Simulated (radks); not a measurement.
Problem. The mean radii <r> (bohr) of the occupied orbitals of an atom or ion are listed with their occupations. Method: non-relativistic Kohn-Sham, TPSS, spin-polarised, spherical densities, point nucleus; meta-GGA in the generalised Kohn-Sham scheme; computed with a radial shooting solver on a logarithmic mesh with Libxc functionals.

| orbital | occ. | <r> |
|---|---|---|
| 1s up | 1 | 0.02617 |
| 1s down | 1 | 0.02617 |
| 2s up | 1 | 0.1121 |
| 2s down | 1 | 0.1121 |
| 2p up | 3 | 0.09528 |
| 2p down | 3 | 0.09528 |
| 3s up | 1 | 0.2931 |
| 3s down | 1 | 0.2931 |
| 3p up | 3 | 0.2832 |
| 3p down | 3 | 0.2832 |
| 3d up | 5 | 0.2543 |
| 3d down | 5 | 0.2542 |
| 4s up | 1 | 0.6641 |
| 4s down | 1 | 0.6641 |
| 4p up | 3 | 0.6832 |
| 4p down | 3 | 0.6830 |
| 4d up | 5 | 0.7311 |
| 4d down | 5 | 0.7298 |
| 5s up | 1 | 1.474 |
| 5s down | 1 | 1.472 |
| 5p up | 3 | 1.584 |
| 5p down | 1 | 1.589 |

Name the element and its charge. Open shells, if any, are filled with parallel spins first.

Solution. Z = 58, cerium, charge +6: Ce6+ in [Kr] 4d10 5s2 5p4. The 1s radius gives Z: for a bare nucleus <r> = 1.5/Z, 0.02586 bohr for Z = 58, and screening makes it slightly larger (0.02617 here). The occupations add up to 52, and the charge is Z minus that.
